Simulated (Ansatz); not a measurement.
Ansatz results at the PBE0-D4/def2-TZVP geometry: ideal-gas entropy at 298 K and 1 bar (rigid rotor, harmonic PBE0-D4/def2-TZVP) 375 J/(mol·K); LUMO energy (ωB97M-V/def2-TZVPP) 1.22 eV; HOMO energy (ωB97M-V/def2-TZVPP) -9.96 eV.

Each molecule was computed in one conformer, which needn't be the lowest.

(1) Which molecule gave them?
A. `C=C=S`
B. `F/C=C(/F)I`
C. `Cl[SiH2][CH2][GeH3]`
D. `C[SiH2][GeH2][Cl]`

Results:

(1) D. The others give `Cl[SiH2][CH2][GeH3]`: 372, 1.80, -10.76; `F/C=C(/F)I`: 323, 0.93, -9.34; `C=C=S`: 253, 0.05, -8.65.
